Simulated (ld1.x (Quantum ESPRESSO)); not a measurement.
## What one change does to a pseudopotential (Ga (Z = 31), PAW)

ld1.x (Quantum ESPRESSO) 7.5 input, shortened:

```
&input
   title='Ga', zed=31., rel=1, dft='PZ', iswitch=3,
   config='[Ar] 3d10 4s2 4p0.75'
 /
 &inputp
   pseudotype=3, lpaw=.true., tm=.true., lloc=-2, rcloc=2.70,
   nlcc=.false.,
   which_augfun='PSQ', rmatch_augfun=0.80
 /
6
4S  1  0   2.00   0.00  1.30  1.60  0.0
4S  1  0   0.00   2.40  1.30  1.60  0.0
4P  2  1   0.75   0.00  2.10  2.70  0.0
4P  2  1   0.00   0.40  2.10  2.70  0.0
3D  3  2  10.00   0.00  1.10  1.40  0.0
3D  3  2   0.00   2.20  1.10  1.40  0.0
 &test
   configts(1)='3d10 4s2 4p0.75'
 /
```

Change: waves 3d (bound): rcut 0.98, rcutus 1.04 bohr; 3d channel at 2.2 Ry: rcut 0.98, rcutus 1.04 bohr.

Cutoffs: the cutoffs (Ry, on a coarse ladder) from which the occupation-weighted sum of valence levels, in a spherical-Bessel basis at the reference potential, stays within 10 and 1 mRy of its value at 400 Ry; they do not see the model core or the augmentation charge, which bear on the density cutoff. Errors are all-electron minus pseudo energies relative to the spin-unpolarised reference configuration.

Q: Predict the effect on cutoff, ghosts and configuration errors.

A: The potential gets harder (60 Ry and 100 Ry → 140 Ry and 230 Ry); of the 9 tests that both files solve, the error grows in 0 and shrinks in 3 by more than 15 % and 0.3 meV (median size 0.9 → 0.7 meV); neither file shows a bound ghost. A smaller radius makes the pseudo-wave follow the all-electron one further in, where it bends more sharply, so more plane waves are needed. Less of the atom is replaced, so other configurations are described better.

```csv
quantity,base,changed
"cutoff, loose",60 Ry,140 Ry
"cutoff, tight",100 Ry,230 Ry
loose cutoff by channel (10 mRy a level),"s 12 Ry, p 6 Ry, d 45 Ry","s 12 Ry, p 6 Ry, d 90 Ry"
bound ghosts,none,none
"error for 3d10 4s2 4p1, meV [ΔE -0.87 eV]",+0.1,+0.1
"error for 3d10 4s2 4p0, meV [ΔE 5.02 eV]",-0.9,-0.7
"error for 3d10 4s1 4p0, meV [ΔE 26.52 eV]",-9.3,-5.6
"error for 3d10 4s2 4p1.3, meV [ΔE -1.44 eV]",+0.1,+0.1
"error for 3d9 4s0 4p0, meV [ΔE 122.35 eV]",-390,-372
"error for 3d9 4s2 4p2, meV [ΔE 19.54 eV]",-241,-191
"error for 3d9 4s2 4p1, meV [ΔE 27.10 eV]",-244,-197
"error for 3d10 4s2 4p0.75 (spin-polarised), meV [ΔE -0.08 eV]",-0.1,-0.1
"error for 3d10 4s2 4p1 (spin-polarised), meV [ΔE -1.00 eV]",0.0,+0.1
s: phases at 2.96 bohr within 0.05 rad from the reference energy up to (Ry; the scan ends near 5),to the end of the scan,to the end of the scan
p: phases at 2.96 bohr within 0.05 rad from the reference energy up to (Ry; the scan ends near 5),to the end of the scan,to the end of the scan
d: phases at 2.96 bohr within 0.05 rad from the reference energy up to (Ry; the scan ends near 5),4.2,4.4
lowest overlap eigenvalue by channel,"s 0.27, p 0.78, d 0.97","s 0.27, p 0.78, d 0.99"
```
